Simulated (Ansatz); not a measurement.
```xyz
14

C    -1.902    0.177   -0.968
O    -0.586    0.036   -0.469
Si    0.164    1.123    0.578
C     1.746    0.196    0.887
F     2.836    0.725    0.181
In    1.068   -1.740    0.011
H    -2.632    0.155   -0.153
H    -2.008    1.117   -1.518
H    -2.105   -0.650   -1.647
H     0.286    2.438   -0.104
H    -0.705    1.244    1.782
H     2.022    0.123    1.941
H     0.128   -2.783    1.016
H     1.687   -2.162   -1.535
```

Total charge 0; spin multiplicity 1. In takes the def2 core potential.

Task: List the CAM-B3LYP/def2-TZVPP orbital energies in eV (Ansatz). (Best estimate.)

Result: Computed: Occupied: -1801.61, -672.87, -523.38, -280.72, -280.08, -146.12, -128.79, -101.49, -101.43, -101.42, -85.51, -85.23, -85.22, -34.20, -30.69, -22.54, -22.48, -22.33, -22.30, -22.24, -21.63, -20.01, -17.14, -15.55, -15.17, -14.90, -14.72, -13.86, -13.47, -12.39, -11.87, -11.21, -10.43, -10.34, -9.31, -8.07. Lowest empty: -0.21, 1.20, 1.52, 1.69, 1.97, 2.05, 2.15, 2.35.
